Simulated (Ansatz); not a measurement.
The first iterations of a band of CH6OSn (9 atoms, charge 0, multiplicity 1).

All numbers below come from Ansatz, RKS B3LYP/def2-SVP.

```json
{
 "movable images": "9",
 "climbing image": "yes",
 "spring": "0.5 eV/Å²",
 "optimiser": "quadratic models (default)",
 "start path": "through a guess of the saddle point",
 "force threshold": "0.05 eV/Å",
 "iteration limit": "60",
 "end points": "relaxed"
}
```

Image 0:

```xyz
9
Properties=species:S:1:pos:R:3
Sn 0.360 0.072 0.085
C 1.022 0.003 2.149
H 0.150 0.055 2.816
H 1.572 -0.929 2.344
H 1.683 0.858 2.353
H 1.684 -0.127 -1.010
H -0.554 1.483 -0.266
O -0.974 -1.391 -0.249
H -0.566 -2.268 -0.236
```

Image 10:

```xyz
9
Properties=species:S:1:pos:R:3
Sn -1.149 0.079 -2.054
C 2.039 -0.349 2.266
H 1.285 -0.373 1.465
H 2.053 -1.314 2.794
H 1.799 0.452 2.981
H 3.032 -0.161 1.833
H -2.898 0.203 -1.590
O -0.537 -0.372 -0.183
H -1.247 -0.411 0.473
```

| iteration | highest image above the first end (eV) | largest band force component (eV/Å) |
| --- | --- | --- |
| 1 | 31.294 | 130.048 |
| 2 | 23.821 | 89.445 |
| 3 | 9.454 | 38.513 |
| 4 | 3.972 | 19.183 |
| 5 | 2.000 | 9.493 |
| 6 | 2.155 | 4.392 |
| 7 | 2.594 | 2.813 |
| 8 | 2.721 | 2.168 |
| 9 | 2.477 | 1.760 |
| 10 | 2.260 | 0.983 |

Task: Does the band converge within its limit, and where does its top end?

Result: It converged. It ended after 32 iterations with the highest image 2.408 eV above the first end. Beside the main top the profile has a ripple of under 15 meV (maxima at images 1, 4), which may be a very shallow well or noise. Neighbouring images differ by up to 2.8 eV, so the band resolves the path poorly. Another band between the same ends (9 images) ends at a top of the same energy, where a vibrational analysis finds 1 clearly imaginary mode. The orbitals stay closed-shell, which can raise the energy where a bond breaks towards radicals; this wasn't checked here.

Time of the run: 9.6 min on 2 threads of Arm Neoverse V1, on a shared host, peak memory 0.18 GiB.
